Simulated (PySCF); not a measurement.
Compound: C7H4ClFO.
Numbering: `[O:1]=[C:2]([Cl:3])[c:4]1[cH:5][cH:6][cH:7][c:8]([F:9])[cH:10]1`

NICS = −σ at a ghost point: NICS(0) at the centroid of the ring atoms, NICS(1) 1 Å to either side along the normal of their mean plane, zz for the tensor component along that normal. Level: GIAO B97-2/pcSseg-2 (PySCF, non-relativistic, gas phase) on the PBE0-D3(BJ)/def2-TZVP geometry, one conformer.

Ring bond lengths (Å): C4–C5 1.395, C5–C6 1.383, C6–C7 1.388, C7–C8 1.382, C8–C10 1.379, C10–C4 1.391.

Task: What do the NICS probes read (ppm)?

Result: 
| ring | type | NICS(0) | NICS(1), two faces | NICS(1)zz, two faces | rms pucker (Å) | centre to ring atoms, mean (Å) |
| --- | --- | --- | --- | --- | --- | --- |
| C4–C5–C6–C7–C8–C10 | 6-membered carbocycle; formal bonds all aromatic | -10.1 | -10.1 / -10.1 | -26.9 / -26.8 | 0.00 | 1.39 |

Task: What can be read from them?

Result: 
- C4–C5–C6–C7–C8–C10: mean NICS(1)zz -26.9 ppm, shielded. For a flat ring without four-coordinate atoms the NICS criterion counts such a value as aromatic.

Task: And the bond-length index? HOMA = 1 − mean of α(R − Ropt)² over the ring bonds, with Krygowski's 1993 parameters (CC: Ropt 1.388 Å, α 257.7 Å⁻²).

Result: 
- C4–C5–C6–C7–C8–C10: HOMA 0.99 = 1 − EN − GEO, with mean bond length 1.386 Å, EN = α(Ropt − mean)² = 0.001 and GEO = α × variance = 0.008. The geometric and the magnetic index point the same way.

Task: What field does 9.4 T along the ring normal induce along that normal at the first NICS(1) probe listed for ring C4–C5–C6–C7–C8–C10, 1 Å off the ring?

Result: NICSzz × B0 = -26.9 ppm × 9.4 T = -253 μT, against the applied field.

Task: What are the shieldings of the ring atoms and their hydrogens in the same run (means over atoms taken as equivalent)?

Result: 
```json
{"atoms": "C4", "environment": "substituted aromatic carbon", "σ isotropic (ppm)": "43.6", "principal values of the symmetric part, first atom (ppm)": "-42.1, 29.4, 143.5"}
{"atoms": "C5", "environment": "aromatic CH carbon", "σ isotropic (ppm)": "52.4", "principal values of the symmetric part, first atom (ppm)": "-52.2, 30.5, 179.0"}
{"atoms": "C6", "environment": "aromatic CH carbon", "σ isotropic (ppm)": "48.7", "principal values of the symmetric part, first atom (ppm)": "-57.8, 30.9, 173.0"}
{"atoms": "C7", "environment": "aromatic CH carbon", "σ isotropic (ppm)": "56.4", "principal values of the symmetric part, first atom (ppm)": "-33.6, 36.9, 165.8"}
{"atoms": "C8", "environment": "aromatic C–F carbon", "σ isotropic (ppm)": "12.5", "principal values of the symmetric part, first atom (ppm)": "-73.2, 28.6, 81.9"}
{"atoms": "C10", "environment": "aromatic CH carbon", "σ isotropic (ppm)": "57.7", "principal values of the symmetric part, first atom (ppm)": "-19.6, 30.0, 162.6"}
{"atoms": "H on C5", "environment": "aromatic hydrogen", "σ isotropic (ppm)": "23.37", "principal values of the symmetric part, first atom (ppm)": "19.4, 22.9, 27.8"}
{"atoms": "H on C6", "environment": "aromatic hydrogen", "σ isotropic (ppm)": "23.95", "principal values of the symmetric part, first atom (ppm)": "20.4, 24.3, 27.1"}
{"atoms": "H on C7", "environment": "aromatic hydrogen", "σ isotropic (ppm)": "24.07", "principal values of the symmetric part, first atom (ppm)": "21.0, 23.7, 27.5"}
{"atoms": "H on C10", "environment": "aromatic hydrogen", "σ isotropic (ppm)": "23.26", "principal values of the symmetric part, first atom (ppm)": "18.6, 21.3, 29.9"}
```

Task: How do the values depend on the level or the medium?

Result: 
```tsv
level	NICS(0), C4–C5–C6–C7–C8–C10	mean NICS(1)zz, C4–C5–C6–C7–C8–C10
B97-2/pcSseg-2, gas	-10.1	-26.9
KT3/pcSseg-2, gas	-9.9	-25.7
PBE0/pcSseg-2, gas	-10.1	-27.0
wB97X-D/pcSseg-2, gas	-10.0	-27.3
WP04/pcSseg-2, IEF-PCM chloroform	-10.4	-25.9
wB97X-D/pcSseg-2, IEF-PCM chloroform	-9.9	-27.2
```

The geometry is the same throughout; the continuum's cavity takes Bondi-type radii × 1.2.

On an Intel Xeon at 2.50 GHz with 2 threads, shared host with 64 logical CPUs at a one-minute load of 56, this took 3.9 min wall, 6.7 min CPU and 2.8 GiB of memory at its peak. This is the whole shielding run at B97-2/pcSseg-2, SCF included.

The values belong to the conformer `[O:1]=[C:2]([Cl:3])[c:4]1[cH:5][cH:6][cH:7][c:8]([F:9])[cH:10]1`: O1–C2–C4–C5 -1°.
